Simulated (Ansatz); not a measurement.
`[F][Zn][F]`, relaxed with RKS PBE-D4/def2-SVP in Ansatz 0.2.0 from a rough embedded geometry. The force threshold is 0.03 eV/Å; the program also tests the step.

Charge 0, multiplicity 1.

Start:

```xyz
3

F     0.954    1.210   -0.829
Zn   -0.072   -0.184   -0.119
F    -0.883   -1.026    0.948
```

| step | energy (eV) | largest force (eV/Å) | largest move (Å) |
| --- | --- | --- | --- |
| 1 | -53830.1059 | 6.806 | 0.000 |
| 2 | -53830.5947 | 3.427 | 0.066 |
| 3 | -53830.8136 | 0.214 | 0.173 |
| 4 | -53830.8157 | 0.049 | 0.012 |
| 5 | -53830.8158 | 0.007 | 0.002 |

End:

```xyz
3

F     0.941    1.145   -0.910
Zn    0.000    0.000    0.001
F    -0.941   -1.145    0.909
```

Hardware: 2 threads of a server CPU on a shared host. Wall time 3.4 s, peak host memory 0.12 GiB.
